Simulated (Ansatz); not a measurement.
```xyz
9

C    -2.168   -1.794   -0.672
C    -1.339   -0.905   -0.714
Zr    0.140    0.664   -0.756
Cl    1.573    0.313   -2.551
Cl   -0.934    2.719   -0.900
C     1.272    0.585    1.078
C     1.900    0.524    2.118
H    -2.895   -2.575   -0.633
H     2.450    0.469    3.031
```

Total charge 0; spin multiplicity 1. Zr takes the def2 core potential.

Task: List the PBE0/def2-TZVPP orbital energies in eV (the Gaussian-basis code of Ansatz). (Estimate.)

Result: The calculation gave: Occupied: -2767.56, -2767.56, -278.96, -278.96, -278.16, -278.16, -259.42, -259.42, -197.63, -197.63, -197.60, -197.60, -197.59, -197.59, -60.10, -36.43, -36.32, -36.22, -22.77, -22.61, -21.23, -21.21, -15.56, -15.53, -11.22, -10.87, -10.82, -10.72, -10.13, -10.04, -9.79, -9.58, -8.89, -8.65, -8.61, -8.49. Lowest empty: -2.88, -2.68, -2.04, -1.33, -1.26, 0.20, 1.09, 1.16.
